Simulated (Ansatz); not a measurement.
Basis-set extrapolation for C2H9BS, SMILES `[BH3-][S+](C)C` (PBE0-D4/def2-TZVP geometry, frozen core, Ansatz 0.2.0). Multiplicity 1, RHF reference.

|  | def2-TZVPP | def2-QZVPP |
| --- | --- | --- |
| HF | -503.217645 | -503.234637 |
| MP2 correlation | -0.678673 | -0.724702 |
| CCSD(T) correlation | -0.766475 | not run |

Energies in hartree. Use E(X) = E(∞) + A·exp(−7.88·√X) for Hartree–Fock and E(X) = E(∞) + B·X^(−2.97) for correlation, with X = 3 and 4, and add CCSD(T) minus MP2 of the smaller set to the MP2 limit.

Question: What is the CCSD(T) energy at the basis-set limit?

Answer: HF limit: -503.234637 + (-0.016992) × 0.13774 = -503.23698. MP2 limit: -0.724702 + (-0.046029) × 0.74074 = -0.75880. Higher-order term: -0.766475 − (-0.678673) = -0.08780. Total: -504.08358 hartree, 62.4 kcal/mol below CCSD(T)/def2-TZVPP.
